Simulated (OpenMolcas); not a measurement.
Pb III: effect of the active space

```
Program             : OpenMolcas 26.06
Method              : SS-CASPT2 or its RAS form, IPEA 0.25 Eh, imaginary shift 0.1 Eh
Basis               : ANO-RCC-VQZP
Scalar Hamiltonian  : DKH2, point nucleus
Spin-orbit coupling : state interaction with AMFI integrals over the reference wave functions, term energies averaged over their components
```

A. 2 electrons in 4 orbitals (6s 6p); 2S+1 = 3 even, 3 roots; 2S+1 = 1 even, 7 roots; 2S+1 = 3 odd, 3 roots; 2S+1 = 1 odd, 3 roots; closed shells correlated: 5d; CASPT2 step roughly 6 core-seconds
B. 2 electrons in 8 orbitals (6s 6p 7s 7p); 2S+1 = 3 even, 3 roots; 2S+1 = 1 even, 7 roots; 2S+1 = 3 odd, 3 roots; 2S+1 = 1 odd, 3 roots; closed shells correlated: 5d; CASPT2 step roughly 9 core-seconds
C. 2 electrons in 9 orbitals (RAS2 6s 6p; RAS3 6d, at most 2 electrons); 2S+1 = 3 even, 3 roots; 2S+1 = 1 even, 6 roots; 2S+1 = 3 odd, 3 roots; 2S+1 = 1 odd, 3 roots; closed shells correlated: 5d; CASPT2 step roughly 21 core-seconds

Energies in cm⁻¹ above 6s² ¹S₀, the measured ground level; measured values from Moore, Atomic Energy Levels, vol. III, NSRDS-NBS 35 (1971 reprint of NBS Circular 467, 1958).

```json
{"Level": "6s² ¹S₀", "A": "0.0", "B": "0.0", "C": "0.0", "Measured": "0.0"}
{"Level": "6s 6p ³P°₀", "A": "62220", "B": "62030", "C": "63050", "Measured": "60397"}
{"Level": "6s 6p ³P°₁", "A": "65720", "B": "65490", "C": "66470", "Measured": "64391"}
{"Level": "6s 6p ³P°₂", "A": "76950", "B": "76760", "C": "77740", "Measured": ""}
{"Level": "6s 6p ¹P°₁", "A": "92660", "B": "92190", "C": "93320", "Measured": "95340"}
```

Deviations, from unrounded energies. A percentage is the sum of absolute deviations over the sum of measured energies, with the sign that they share, or ± where signs differ.

```
           Against measurement  Levels     A     B     C
mean absolute deviation (cm-1)       3  1900  2000  2200
      other configurations (%)       3  ±2.7  ±2.7  ±3.1
```

A, B lie about equally close to measurement and C furthest from it. The largest miss of A in the table is 6s 6p ¹P°₁, by -2700 cm-1. The ranking rests on the paired levels alone, and a cruder setting can come out closer through cancelling errors.

Among A to C the level of the table that moves most is 6s 6p ¹P°₁, by 1100 cm-1 (lowest in B, highest in C). Moves below CASPT2's spread within the term are not significant.

Over all roots computed the reference weight is 0.86 to 0.93 in A, 0.85 to 0.94 in B; the roots of lowest weight are the least certain, and an intruder state may touch them. Spin-orbit splittings of 6p shells tend to come out small when the coupling is added on scalar orbitals. The run also gave levels led by 6s 7s, which use shells meant for correlation; these and all levels above them are left out (holds for B). The run also gave levels led by 6s 6d, which use shells meant for correlation; these and all levels above them are left out (holds for C). Measured partners are found by configuration, term and J. A level has none where our copy of the source lacks it or the pairing is in doubt (some pairs that miss far off the trend of their configuration count as doubtful), and it then counts in no deviation. Levels of configurations outside the active space are missing. Levels that lie high or do not pair safely by name in every column are left out.

° marks odd parity.
